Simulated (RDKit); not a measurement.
RDKit input (MMFF94):

```python
from rdkit import Chem
from rdkit.Chem import AllChem, rdDetermineBonds

mol = Chem.MolFromXYZFile('mol.xyz')
rdDetermineBonds.DetermineBonds(mol, charge=-1)
print('SMILES', Chem.MolToSmiles(Chem.RemoveHs(mol)))
ff = AllChem.MMFFGetMoleculeForceField(mol, AllChem.MMFFGetMoleculeProperties(mol))
e0 = ff.CalcEnergy()
flag = ff.Minimize(maxIts=5000, forceTol=1e-5)
print(f'energy {e0:.4f} -> {ff.CalcEnergy():.4f} kcal/mol, converged: {flag == 0}')
print(Chem.MolToXYZBlock(mol))
```
mol.xyz:
```
5

C     -1.11056998     0.02553653    -0.04779558
Si     0.64940984    -0.11713465     0.02966460
H     -1.69010245     0.94834355    -0.08800704
H     -1.74251990    -0.86510146    -0.05979506
H      1.00430453     1.40342380     0.01927110
```

**Question.** Which steric energies does it print, before and after the minimisation?

**Answer.** -1.31 and -4.56 kcal/mol. They count from the force field's own zero for this bonding and are no heats of formation.
